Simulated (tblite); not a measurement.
Compound: C5H12Si2.
Bonds: Si1–Si2, Si2–C3, C3–C4 (double), C4–C5, C5–C6, C6–C7, C3–C7. Hydrogens: H8, H9, H10 on Si1; H11, H12 on Si2; H13 on C4; H14, H15 on C5; H16, H17 on C6; H18, H19 on C7.

Computed geometry: GFN2-xTB, gas phase.

Task: List the bond lengths, angles and torsions at this level.

Result: 
| bond | length (Å) |
| --- | --- |
| Si1–Si2 | 2.312 |
| Si2–C3 | 1.875 |
| C3=C4 | 1.329 |
| C4–C5 | 1.499 |
| C5–C6 | 1.537 |
| C6–C7 | 1.538 |
| C3–C7 | 1.508 |
| Si1–H8, Si1–H9, Si1–H10 | 1.466 |
| Si2–H11, Si2–H12 | 1.472 |
| C4–H13 | 1.077 |
| C5–H14, C5–H15 | 1.093 |
| C6–H16, C6–H17 | 1.090 |
| C7–H18, C7–H19 | 1.093 |

Bonds in one row agree within 0.01 Å and their mean is given. A selection of angles:
| angle | degrees |
| --- | --- |
| Si2–Si1–H8 | 112.6 |
| Si2–Si1–H9 | 112.5 |
| H8–Si1–H9 | 106.1 |
| Si1–Si2–C3 | 110.1 |
| Si1–Si2–H11 | 113.5 |
| Si1–Si2–H12 | 112.1 |
| C3–Si2–H11 | 107.4 |
| H11–Si2–H12 | 106.3 |
| Si2–C3–C4 | 128.1 |
| Si2–C3–C7 | 121.5 |
| C4–C3–C7 | 110.2 |
| C3–C4–C5 | 113.2 |
| C3–C4–H13 | 125.4 |
| C5–C4–H13 | 121.4 |
| C4–C5–C6 | 103.2 |
| C4–C5–H14 | 112.3 |
| C4–C5–H15 | 109.9 |
| C6–C5–H14 | 112.4 |
| H14–C5–H15 | 107.5 |
| C5–C6–C7 | 105.1 |
| C5–C6–H16 | 109.6 |
| C5–C6–H17 | 112.3 |
| C7–C6–H16 | 109.6 |
| C7–C6–H17 | 112.2 |
| H16–C6–H17 | 108.0 |
| C6–C7–H18 | 112.3 |
| C3–C7–C6 | 104.3 |
| C3–C7–H18 | 112.0 |
| C3–C7–H19 | 109.4 |
| H18–C7–H19 | 107.4 |

Dihedral angles: Si1–Si2–C3–C4 116° (anticlinal); Si2–C3–C4–C5 -177° (antiperiplanar); C3–C4–C5–C6 -12° (synperiplanar); C4–C5–C6–C7 19° (synperiplanar); C5–C6–C7–C3 -19° (synperiplanar); Si2–C3–C7–C6 -171° (antiperiplanar). The mirror-image conformer, all signs reversed, is as good.

Si1 (SiH3 silicon) is distorted tetrahedral (angles from 105.9° to 112.8°). Si2 (SiH2 silicon) is distorted tetrahedral (angles from 106.3° to 113.5°). The 5-membered ring C3–C4–C5–C6–C7 has internal angles of 103.2° to 113.2°; it is puckered, 0.09 Å rms from its mean plane, widest ring torsion 19°. The C–C distances run from 1.329 Å (C3=C4, drawn double) to 1.538 Å (C6–C7, drawn single), a spread of 0.209 Å.

Point group: C1 (no symmetry element, even within 0.4 Å). Its lowest GFN2-xTB frequency is 10 cm⁻¹, too small to tell a flat minimum from a shallow saddle. One conformer, not necessarily the lowest.
